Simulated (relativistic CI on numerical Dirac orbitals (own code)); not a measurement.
**Ti+ in a cubic cluster: L2,3 absorption with charge transfer**

Computed with a charge-transfer multiplet model of a cubic metal-ligand cluster with up to one ligand hole, Slater and spin-orbit integrals from Dirac-Coulomb-Breit ions, Slater integrals scaled by 0.8. The ground state mixes d3 with configurations of k ligand holes L, whose averages lie at kΔ + k(k − 1)U_dd/2; a core hole lowers each added d electron by U_cd. 300 K, Lorentzian 0.4 eV and Gaussian 0.3 eV FWHM.

Atomic integrals in eV (Slater integrals scaled, ζ unscaled), ground: F2dd 5.409, F4dd 3.320, zeta_d 0.009; with the core hole: F2dd 6.267, F4dd 3.860, zeta_d 0.017, zeta_core 3.750, F2cd 3.325, G1cd 2.308, G3cd 1.307.

Cluster parameters (eV): Δ = 7.6, U_dd = 5.1, 10Dq = 1.05, 10Dq(ligand) = 0.9, V(eg) = 2.55, V(t2g) = -1.36, final-state hopping factor = 1.

```json
{"Case": "U_cd = 4.9 eV", "n_d": "3.22", "d3": "0.78", "d4L": "0.22", "S": "1.50"}
{"Case": "U_cd = 6.1 eV", "n_d": "3.22", "d3": "0.78", "d4L": "0.22", "S": "1.50"}
{"Case": "U_cd = 7.9 eV", "n_d": "3.22", "d3": "0.78", "d4L": "0.22", "S": "1.50"}
```

Weights, n_d and S are thermal averages at 300 K. Photon energies count from the first peak over 30 % of the highest in each spectrum, which can be another peak from case to case. The parameters are a model scan and need not match a compound or its usual spin state. Peaks in eV (height, largest 100):
- U_cd = 4.9 eV: 0.0 (70), 0.9 (100), 5.8 (88), 6.6 (42), 7.3 (47)
- U_cd = 6.1 eV: 0.0 (69), 0.8 (100), 5.8 (86), 6.6 (41), 7.2 (46)
- U_cd = 7.9 eV: 0.0 (69), 0.8 (100), 5.8 (85), 7.2 (44)

For the case U_cd = 6.1 eV, Δ = 7.6 eV is larger than U_dd = 5.1 eV, the Mott-Hubbard side of the Zaanen-Sawatzky-Allen scheme. With the core hole the configuration with one ligand hole lies at Δ + U_dd − U_cd = 7.8, 6.6, 4.8 eV from the one without, in the order of the table; where this is negative the screened configuration lies lower, though the effective hopping of about 5.5 eV (from the holes of the mixed ground state) mixes the two strongly wherever it is as large as the gap.

With at most 1 ligand hole the space is cut while the next configuration still counts, so covalency is underestimated, and a final configuration with one more ligand hole, which can lie low, is missing from the spectra.
